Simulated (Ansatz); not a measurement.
Mulliken charges of `CC(Cl)Br` from ωB97M-V/def2-TZVPP in Ansatz (PBE0-D4/def2-TZVP geometry).

```
atom   x (Å)   y (Å)   z (Å)  charge (e)
  C1   0.165   0.813   0.023      -0.276
  C2  -0.092  -0.665   0.116      -0.091
 Cl3   1.308  -1.596  -0.439      -0.077
 Br4  -1.683  -1.151  -0.898      -0.077
  H5   0.352   1.106  -1.010       0.126
  H6  -0.699   1.363   0.397       0.114
  H7   1.040   1.067   0.626       0.113
  H8  -0.300  -0.994   1.130       0.167
```

Question: By hand: the dipole of these point charges (1 e Å = 4.8032 D).

Answer: Σ q r = (0.024, 0.297, 0.263) e Å, of length 0.397 e Å = 1.91 D.

Question: How does the dipole of the full density compare? (Best estimate.)

Answer: The calculation gave: (0.043, 0.316, 0.267) e Å, 2.00 D; the point charges give 0.95 times that, at 3° from its direction.

Point charges leave out the atoms' own dipoles, such as those of lone pairs, and Mulliken's split depends on the basis, so the close match here is no proof of good charges.
